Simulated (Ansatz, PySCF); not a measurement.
Gas-phase reaction (SMILES): BrBBr [dibromoborane] + [H][H] (H2) -> BBr (BH2Br) [bromoborane] + Br (HBr); hydrogen cleaves one B-Br bond, a model of a ligand-exchange step.

Geometries: B3LYP-D3(BJ)/def2-TZVP minima from Ansatz (an electronic-structure program). Correlated levels leave the core frozen unless marked. Spin-orbit coupling is left out. Frozen are the shells of the preceding noble gas and the d and f shells that filled before the atom's block. No relativistic terms. CBS marks a two-point X^-3 extrapolation of the correlation energy; Hartree-Fock from the larger set. Thermal terms are rigid-rotor harmonic-oscillator values from B3LYP-D3(BJ) frequencies (Ansatz or PySCF) at 298.15 K and 1 atm. 1 Eh = 627.5095 kcal/mol.

| species | E, CCSD(T)/CBS(aug-cc-pVTZ,aug-cc-pVQZ) (Ansatz) (Eh) | E, r2SCAN-D4/def2-TZVPD (Ansatz + dftd4) (Eh) | H - E (Eh) | G - E (Eh) |
|---|---|---|---|---|
| BrBBr | -5170.81651 | -5173.78367 | 0.01851 | -0.01457 |
| [H][H] (H2) | -1.17444 | -1.17100 | 0.01336 | -0.00144 |
| BBr (BH2Br) | -2598.68540 | -2600.18733 | 0.02466 | -0.00325 |
| Br (HBr) | -2573.28283 | -2574.74145 | 0.00927 | -0.01328 |

Problem. Work out ΔE and ΔH, ΔG, ΔS and the equilibrium constant at 298.15 K at the first level, then ΔH at the second.

Solution. 
1. ΔE = [(-2598.68540) + (-2573.28283)] - [(-5170.81651) + (-1.17444)] = 0.02272 Eh = 14.3 kcal/mol at CCSD(T)/CBS(aug-cc-pVTZ,aug-cc-pVQZ).
2. The terms H - E add up to 0.00206 Eh, so ΔH = (0.02272 + (0.00206))×627.5095 = 15.5 kcal/mol.
3. The terms G - E add up to -0.00052 Eh, so ΔG = 13.9 kcal/mol, and ΔS = (0.00206 - (-0.00052))×627509.5/298.15 = 5.4 cal/(mol K).
4. log10 K = -ΔG/(RT ln 10) = -10.2, with RT ln 10 = 1.3642 kcal/mol.
5. At r2SCAN-D4/def2-TZVPD the same steps give ΔE = 16.2 and ΔH = 17.5 kcal/mol, a shift of +2.0 from the first level.
6. These values are not checked against measurement here, since the tables used lack a sound gas-phase enthalpy of formation for at least one species.
